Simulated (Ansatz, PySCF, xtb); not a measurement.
Breaking the C3–H4 bond in CH4Cd (SMILES [CH3][CdH]) (multiplicity 1 held, fragments rigid). Energies count from the point at 1.090 Å.
Geometry at that point (charge 0, multiplicity 1):
```xyz
6

Cd    -0.28069    -0.15103    -0.04142
H     -1.74995    -0.94161    -0.25822
C      1.58135     0.85090     0.23335
H      2.03124     0.55928     1.18282
H      1.43289     1.93112     0.23533
H      2.27073     0.59541    -0.57191
```

R- and RO- levels are restricted; in cc, def2 and unpolarised 6-31G sets they are followed outwards from rest. U- levels take the lowest unrestricted solution at each point, which mixes spins at long bonds. Active spaces are followed from a long bond inwards. Levels need not reach the same state.

Frozen-core correlation. Rows in LANL2DZ carry no dispersion term and start afresh at each structure. LANL2DZ brings its own core potentials from Na on.

Codes used: Ansatz (Gaussian orbitals); PySCF for LANL2DZ rows; xtb for the GFN methods. Values without a source in brackets are computed. In def2 rows elements past Kr take small-core potentials, without spin–orbit coupling. The GFN methods have no spin term and hold the electronic entropy of 300 K.

```tsv
level	energy at R = 3.489 Å (kcal/mol)
GFN2-xTB	123.65
U-HF/LANL2DZ	88.14
R-PBE/def2-TZVPP	136.55
R-BP86/LANL2DZ	137.33
R-r2SCAN/def2-TZVPP	___
R-B3LYP/LANL2DZ	___
SC-NEVPT2 on CASSCF(2,2)/def2-TZVPP	111.65
FIC-MRCISD on CASSCF(2,2)/def2-TZVPP	110.45
FIC-MRCISD+Q on CASSCF(2,2)/def2-TZVPP	112.43
```

What belongs in the gaps?


- R-r2SCAN/def2-TZVPP, energy at R = 3.489 Å (kcal/mol): 144.22
- R-B3LYP/LANL2DZ, energy at R = 3.489 Å (kcal/mol): 147.87

Doubts at one or more of the structures used: a spin-contaminated determinant (U-HF/LANL2DZ); a restricted determinant that unrestricted orbitals would lower (R-PBE/def2-TZVPP, R-r2SCAN/def2-TZVPP).

Ansatz is a program for electronic structure.
